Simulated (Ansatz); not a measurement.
trans-1,3-butadiene (C$_{4}$H$_{6}$), singlet, at a GFN2-xTB geometry, with bond 10-4 at 1.4 times its length; CASSCF(2,3)/STO-3G in Ansatz (a quantum-chemistry and plane-wave program).

The Ansatz input:
Ansatz 0.2 input:
```yaml
crystal:
  periodic: [false, false, false]
  atoms:
    - {symbol: C, position_ang: [0.60098404, 1.72988493, 0.00660394]}
    - {symbol: C, position_ang: [0.60182532, 0.40139553, 0.00497869]}
    - {symbol: C, position_ang: [-0.60182532, -0.40139553, -0.00497869]}
    - {symbol: C, position_ang: [-0.60098404, -1.72988493, -0.00660394]}
    - {symbol: H, position_ang: [1.51231978, 2.30275383, 0.01410017]}
    - {symbol: H, position_ang: [-0.31829171, 2.29293121, 0.00044354]}
    - {symbol: H, position_ang: [1.53714210, -0.14365640, 0.01128075]}
    - {symbol: H, position_ang: [-1.53714210, 0.14365640, -0.01128075]}
    - {symbol: H, position_ang: [0.31829171, -2.29293121, -0.00044354]}
    - {symbol: H, position_ang: [-1.87685408, -2.53190139, -0.01709866]}
basis:
  gaussian:
    orbitals: STO-3G
hamiltonian:
  xc: hf
magnetization: {spin_polarized: false}
correlation: {active_space: {window: {electrons: 2, orbitals: 3}}}
```

What the program printed (banner, timings and long lists left out):

```
Functional definition: HF
355 factors; integrals over basis functions are off by at most 4.5e-5 eV
mean field evaluation 1: about -4160.5403 eV, gradient 1.3e1 eV
mean field evaluation 2: about -4160.6650 eV, gradient 1.3e1 eV
mean field evaluation 4: about -4161.4495 eV, gradient 1.4e0 eV
mean field evaluation 8: about -4161.4549 eV, gradient 1.0e-5 eV
mean field -4161.45491814 eV, -152.9306475062 hartree, gradient 1.6e-6 eV, S^2 0.000000; 0 other end points of the search recorded, 0 dependent functions left out
reference -4161.45491814 eV, -152.9306475062 hartree; 15, 15 occupied and 11, 11 virtual orbitals, 355 factors
state -4162.57059827 eV, -152.9716479946 hartree
Total energy: -4162.57059827 eV, -152.9716479946 hartree
```
